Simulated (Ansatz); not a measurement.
Consider the redistribution: `[OH][Zr]([F])([SH])[Cl]` + `OBO` → `[OH][Zr]([OH])([SH])[Cl]` + `OBF`.

Gas-phase electronic energies from Ansatz, PBE0-D4/def2-TZVP geometries. CBS: MP2 limit from def2 TZ/QZ plus the TZ coupled-cluster correction, frozen cores. This one scheme is used for every species. Elements past krypton have def2 core potentials. For Zr outer-core shells are correlated without core-valence functions, which leaves a few kJ/mol of doubt a bond. One conformer a species, not always the lowest.

```csv
species,CCSD(T)/CBS(def2) energy (Eh)
`[OH][Zr]([F])([SH])[Cl]`,-1080.98754
`OBO`,-177.05255
`[OH][Zr]([OH])([SH])[Cl]`,-1056.95592
`OBF`,-201.07426
```

Question: Work out ΔE.

Answer: ΔE = (-1056.95592) + (-201.07426) − (-1080.98754) − (-177.05255) = 0.00991 Eh = +26.0 kJ/mol.

Largest T1 diagnostic among the species: 0.017.

From PBE to PBE0 (25 % exact exchange), in def2-TZVPP and without D4, ΔE moves by −3.6 kJ/mol.
